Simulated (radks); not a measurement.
Results of a calculation; reference values are marked as such.
Dipole-allowed excitations along the series with 12 electrons in [Ne] 3s2. Code: a radial shooting solver on a logarithmic mesh with Libxc functionals. Model: non-relativistic Kohn-Sham, PBE, spin-unpolarised, spherical densities, point nucleus. Time-dependent linear response with the Hartree and adiabatic LDA kernel, continuum included through the Sternheimer equations. Lines are the poles of the dipole polarisability below minus the highest occupied eigenvalue, found on a grid refined at the orbital gaps; the lowest seven at most are given, and weak or close lines can be missed. The first line takes the name of the lowest orbital gap if no other gap lies below it; otherwise a line is named after a gap within 0.6 % of it, if that gap stands alone.

| species | -e(HOMO) (eV) | lowest orbital gap (eV) | first line (eV) | f | static alpha (bohr^3) |
|---|---|---|---|---|---|
| Ca8+ | 177.92 | 3s-3p 20.726 | 26.397 (3s-3p) | 1.01 | 1.122 |
| Ti10+ | 252.45 | 3s-3p 24.886 | 31.549 (3s-3p) | 0.892 | 0.6972 |
| V11+ | 294.29 | 3s-3p 26.959 | 34.112 (3s-3p) | 0.845 | 0.5645 |
| Cr12+ | 339.18 | 3s-3p 29.028 | 36.667 (3s-3p) | 0.802 | 0.4637 |
| Mn13+ | 387.11 | 3s-3p 31.094 | 39.216 (3s-3p) | 0.764 | 0.3857 |

Estimate the first line of Sc9+, its oscillator strength and the static polarisability.

Answer. 28.978 eV (3s-3p), f = 0.945, alpha = 0.8757 bohr^3.
